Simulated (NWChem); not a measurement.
System meant: HfH₃Br; SMILES [Br][HfH3]

The following NWChem deck was run.

```
start job
memory heap 200 mb stack 900 mb global 1100 mb
geometry units angstroms noautoz
  Hf     0.000000     0.000000     0.676548
  Br     0.000000     0.000000    -1.808684
  H      1.574403    -0.736524     1.308296
  H     -0.149353     1.731736     1.308296
  H     -1.425051    -0.995211     1.308296
end
basis spherical
  * library def2-svp
end
ecp
  Hf library def2-ecp
end
dft
  xc xpbe96 cpbe96
  iterations 4
  mulliken
end
task dft energy
```

End of the output:

```
    Atom       Charge   Shell Charges
 -----------   ------   -------------------------------------------------------
    1 Hf  12    11.74   0.00  0.03  1.13  0.79  0.48  0.29  4.91  1.25  0.37  1.65  0.74  0.10
    2 Br  35    34.80   2.00  2.00  1.96  1.11  0.67  5.99  5.81  2.45  2.79  7.83  2.04  0.15
    3 H    1     1.15   0.66  0.48  0.01
    4 H    1     1.15   0.66  0.48  0.01
    5 H    1     1.15   0.66  0.48  0.01

 center of mass
 --------------
 x =   0.00000000 y =   0.00000000 z =   0.04779418

 moments of inertia (a.u.)
 ------------------
        1257.693236968856           0.000000000000           0.000000000000
           0.000000000000        1257.693236968856           0.000000000000
           0.000000000000           0.000000000000          32.620124788248

     Multipole analysis of the density
     ---------------------------------

     L   x y z        total         alpha         beta         nuclear
     -   - - -        -----         -----         ----         -------
     0   0 0 0     -0.000000    -25.000000    -25.000000     50.000000

     1   1 0 0     -0.000000     -0.000000     -0.000000     -0.000000
     1   0 1 0      0.000000      0.000000      0.000000     -0.000000
     1   0 0 1      0.037882     43.871515     43.871515    -87.705148

     2   2 0 0    -35.526683    -25.855055    -25.855055     16.183427
     2   1 1 0      0.000000      0.000000      0.000000     -0.000000
     2   1 0 1     -0.000000      0.000000      0.000000     -0.000000
     2   0 2 0    -35.526683    -25.855055    -25.855055     16.183427
     2   0 1 1     -0.000000     -0.000000     -0.000000     -0.000000
     2   0 0 2    -33.744940   -223.373355   -223.373355    413.001770

 ------------------------------------------------------------------------
 dft energy failed                                                                                  0
 ------------------------------------------------------------------------
 ------------------------------------------------------------------------
  current input line :
    21: task dft energy
 ------------------------------------------------------------------------
 ------------------------------------------------------------------------
 This type of error is most commonly associated with calculations not reaching convergence criteria
 ------------------------------------------------------------------------
 For more information see the NWChem manual at https://nwchemgit.github.io

0:dft energy failed:Received an Error in Communication
```

Question: What is wrong, and how is it mended?

Answer: The run did not converge; its last values are not results. Cause: the SCF was allowed too few iterations. This input runs:
```
start job
memory heap 200 mb stack 900 mb global 1100 mb
geometry units angstroms noautoz
  Hf     0.000000     0.000000     0.676548
  Br     0.000000     0.000000    -1.808684
  H      1.574403    -0.736524     1.308296
  H     -0.149353     1.731736     1.308296
  H     -1.425051    -0.995211     1.308296
end
basis spherical
  * library def2-svp
end
ecp
  Hf library def2-ecp
end
dft
  xc xpbe96 cpbe96
  iterations 150
  mulliken
end
task dft energy
```
It converges to -2623.28147 Ha (PBE/def2-SVP with def2 effective core potentials on Hf).
